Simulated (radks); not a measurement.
Q: Species: Ge6+. Configuration: [Ar] 3d8. Calculated with a radial shooting solver on a logarithmic mesh with Libxc functionals: scalar-relativistic Kohn-Sham, BLYP, spin-polarised, spherical densities, finite nucleus; open shells are filled with parallel spins first; Fermi nuclear charge, rms radius 4.0742 fm. Some entries of the table are withheld. Estimate them.

| orbital | occ. | eigenvalue (hartree) | <r> (bohr) | <1/r> (bohr^-1) |
|---|---|---|---|---|
| 1s up | 1 | -407.0146 | 0.04700 | 32.38 |
| 1s down | 1 | -407.0144 | 0.04700 | 32.38 |
| 2s up | 1 | -54.57273 | 0.2101 | 7.104 |
| 2s down | 1 | -54.50653 | 0.2099 | 7.110 |
| 2p up | 3 | -48.21386 | 0.1837 | 6.966 |
| 2p down | 3 | -48.16405 | 0.1836 | 6.972 |
| 3s up | 1 | -10.11626 | 0.6118 | 2.331 |
| 3s down | 1 | -10.00450 | 0.6132 | 2.325 |
| 3p up | 3 | -8.15486 | 0.6268 | 2.193 |
| 3p down | 3 | -8.04460 | 0.6288 | 2.186 |
| 3d up | 5 | (1) | 0.6532 | 1.929 |
| 3d down | 3 | (2) | 0.6587 | 1.918 |
| 4s up | 0 | -3.18685 | 1.561 | (3) |
| 4s down | 0 | -3.15636 | 1.572 | (4) |
| 4p up | 0 | -2.67740 | 1.703 | (5) |
| 4p down | 0 | -2.65229 | 1.717 | (6) |

A: 
(1) 3d up eigenvalue (hartree): -4.93117
(2) 3d down eigenvalue (hartree): -4.81939
(3) 4s up <1/r> (bohr^-1): 0.8627
(4) 4s down <1/r> (bohr^-1): 0.8550
(5) 4p up <1/r> (bohr^-1): 0.7831
(6) 4p down <1/r> (bohr^-1): 0.7755
